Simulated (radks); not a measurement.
Results of a calculation; reference values are marked as such.
Trend from K to Kr: ionisation energy by Delta-SCF between NIST ground configurations, and size. Code: a radial shooting solver on a logarithmic mesh with Libxc functionals. Model: scalar-relativistic Kohn-Sham, BLYP, spin-polarised, spherical densities, finite nucleus; open shells are filled with parallel spins first; Fermi nuclear charge, rms radius of each element as measured or else 0.836 A^(1/3) + 0.57 fm.

species      configuration  configuration of the ion  IE (eV)  NIST (eV)  kind  -e(HOMO) (eV)  r at 0.001 e/bohr^3 (bohr)
K                 [Ar] 4s1                      [Ar]    4.457      4.341  exp.     2.414 (4s)                        4.44
Ca                [Ar] 4s2                  [Ar] 4s1    6.077      6.113  exp.     3.614 (4s)                        5.05
Sc            [Ar] 3d1 4s2              [Ar] 3d1 4s1    6.512      6.561  exp.     3.354 (3d)                        4.95
Ti            [Ar] 3d2 4s2              [Ar] 3d2 4s1    6.824      6.828  exp.     4.095 (4s)                        4.84
V             [Ar] 3d3 4s2                  [Ar] 3d4    6.244      6.746  exp.     4.240 (4s)                        4.73
Cr            [Ar] 3d5 4s1                  [Ar] 3d5    7.253      6.767  exp.     3.481 (3d)                        4.41
Mn            [Ar] 3d5 4s2              [Ar] 3d5 4s1    7.546      7.434  exp.     4.489 (4s)                        4.55
Fe            [Ar] 3d6 4s2              [Ar] 3d6 4s1    8.053      7.902  exp.     4.845 (4s)                        4.47
Co            [Ar] 3d7 4s2                  [Ar] 3d8    7.862      7.881  exp.     5.157 (4s)                        4.39
Ni            [Ar] 3d8 4s2                  [Ar] 3d9    7.241      7.640  exp.     5.441 (4s)                        4.32
Cu           [Ar] 3d10 4s1                 [Ar] 3d10    8.443      7.726  exp.     4.879 (3d)                        4.09
Zn           [Ar] 3d10 4s2             [Ar] 3d10 4s1    9.712      9.394  exp.     5.962 (4s)                        4.19
Ga       [Ar] 3d10 4s2 4p1             [Ar] 3d10 4s2    5.793      5.999  exp.     2.702 (4p)                        4.41
Ge       [Ar] 3d10 4s2 4p2         [Ar] 3d10 4s2 4p1    7.731      7.899  exp.     4.157 (4p)                        4.45
As       [Ar] 3d10 4s2 4p3         [Ar] 3d10 4s2 4p2    9.602      9.789  exp.     5.600 (4p)                        4.36
Se       [Ar] 3d10 4s2 4p4         [Ar] 3d10 4s2 4p3    9.627      9.752  exp.     5.603 (4p)                        4.29
Br       [Ar] 3d10 4s2 4p5         [Ar] 3d10 4s2 4p4   11.775     11.814  exp.     7.342 (4p)                        4.18
Kr                    [Kr]         [Ar] 3d10 4s2 4p5   13.924     14.000  exp.     9.093 (4p)                        4.06

Reference values: NIST Atomic Spectra Database (measured). Open shells are spherical and high-spin; term and fine-structure splittings are not resolved.
